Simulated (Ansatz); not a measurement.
F₂HSSn (`[F][Sn]([F])[SH]`) radical, relaxed with UKS PBE0-D4/def2-TZVP in Ansatz 0.2.0 from a PBE-D4/def2-SVP geometry. The force threshold is 0.005 eV/Å; the program also tests the step.

The species carries charge 0 and has multiplicity 2. Sn takes the def2 core potential.

Start:

```xyz
5

F     0.620   -0.848   -2.115
Sn   -0.359    0.297   -0.844
F    -1.607   -0.951    0.037
S     1.154    0.971    1.029
H     0.191    0.532    1.894
```

```tsv
step	energy (eV)	largest force (eV/Å)	largest move (Å)
1	-22112.9442	0.963	0.000
2	-22113.0216	0.277	0.066
3	-22113.0269	0.074	0.044
4 (rejected)	-22113.0265	0.122	0.029
5	-22113.0279	0.023	0.014
6	-22113.0286	0.032	0.029
7	-22113.0293	0.028	0.024
8	-22113.0296	0.029	0.018
9	-22113.0306	0.036	0.071
10 (rejected)	-22113.0185	0.508	0.197
11	-22113.0312	0.034	0.059
12 (rejected)	-22113.0299	0.168	0.099
13	-22113.0314	0.048	0.047
14	-22113.0315	0.041	0.018
15	-22113.0317	0.004	0.011
16	-22113.0317	0.003	0.010
17	-22113.0317	0.008	0.010
18 (rejected)	-22113.0317	0.011	0.001
19	-22113.0317	0.003	0.000
```

End:

```xyz
5

F     0.628   -0.745   -2.075
Sn   -0.386    0.214   -0.758
F    -1.583   -1.120   -0.062
S     1.175    0.798    1.001
H     0.167    0.853    1.893
```

It took 51 s on 4 threads of an Intel Xeon on a shared host, with 0.51 GiB of host memory at the peak.
